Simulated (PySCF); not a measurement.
These 3 structures share the formula C5H8Si. Method: PBE0-D3(BJ)/def2-SVP geometry optimisation, gas phase in PySCF 2.14.0. Energies are electronic, without zero-point or thermal terms, for one conformer each. No frequencies were run at this level. Point groups hold within 0.08 Å.

Problem. Order them by energy at this level, lowest first, and give relative energies in kcal/mol.
A. `[CH2:1]=[C:2]=[C:3]=[CH:4][CH2:5][SiH3:6]` with C3–C4–C5–Si6 102°
B. `C#C[C@]1(C)C[SiH2]1`
C. `CC1=C[SiH2]C=C1`

Solution. C (0.0), A (46.5), B (50.7).

As drawn, the lowest has a C=C bond outside aromatic rings, which the highest lacks; the highest has a three-membered ring and a C≡C bond, which the lowest lacks.

```tsv
SMILES	E (Eh)	E rel (kcal/mol)	dipole (D)	point group	A, B, C (MHz)
CC1=C[SiH2]C=C1	-484.22312	0.0	1.10	Cs	6033, 2344, 1740
C=C=C=CC[SiH3]	-484.14905	46.5	0.64	C1	8738, 1033, 978.2
C#C[C@]1(C)C[SiH2]1	-484.14235	50.7	0.98	C1	4160, 2322, 1872
```
